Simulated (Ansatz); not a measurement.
H$_{7}$N$_{4}$Nb (`[NH]=[Nb]([NH2])([NH2])[NH2]`), relaxed with RKS PBE0-D4/def2-TZVP in Ansatz 0.2.0 from a PBE-D4/def2-SVP geometry. The force threshold is 0.005 eV/Å; the program also tests the step.

Total charge 0; spin multiplicity 1. Nb takes the def2 core potential.

Start:

```xyz
12

N    -0.668    1.230   -1.358
Nb   -0.061    0.114   -0.126
N     1.792   -0.454   -0.630
N    -1.275   -1.478   -0.044
N    -0.042    1.059    1.640
H    -1.023    1.875   -2.067
H     2.517   -0.687    0.059
H     2.238   -0.335   -1.545
H    -0.947   -2.421    0.198
H    -2.211   -1.554   -0.454
H    -0.127    2.069    1.789
H    -0.192    0.583    2.537
```

```json
{"step": "1", "energy (eV)": "-7623.6250", "largest force (eV/Å)": "0.660", "largest move (Å)": "0.000"}
{"step": "2", "energy (eV)": "-7623.6752", "largest force (eV/Å)": "0.364", "largest move (Å)": "0.043"}
{"step": "3", "energy (eV)": "-7623.6796", "largest force (eV/Å)": "0.057", "largest move (Å)": "0.012"}
{"step": "4", "energy (eV)": "-7623.6800", "largest force (eV/Å)": "0.021", "largest move (Å)": "0.010"}
{"step": "5", "energy (eV)": "-7623.6801", "largest force (eV/Å)": "0.011", "largest move (Å)": "0.012"}
{"step": "6", "energy (eV)": "-7623.6801", "largest force (eV/Å)": "0.005", "largest move (Å)": "0.001"}
```

End:

```xyz
12

N    -0.660    1.211   -1.340
Nb   -0.059    0.109   -0.120
N     1.785   -0.445   -0.627
N    -1.268   -1.472   -0.051
N    -0.048    1.055    1.632
H    -1.007    1.846   -2.042
H     2.490   -0.720    0.043
H     2.217   -0.291   -1.525
H    -0.966   -2.394    0.232
H    -2.177   -1.534   -0.483
H    -0.162    2.049    1.761
H    -0.145    0.586    2.521
```

Hardware: 2 threads of an AMD EPYC 7R13 on a shared host and a share of an NVIDIA H100 80 GB. Wall time 7.5 s, peak host memory 0.89 GiB.
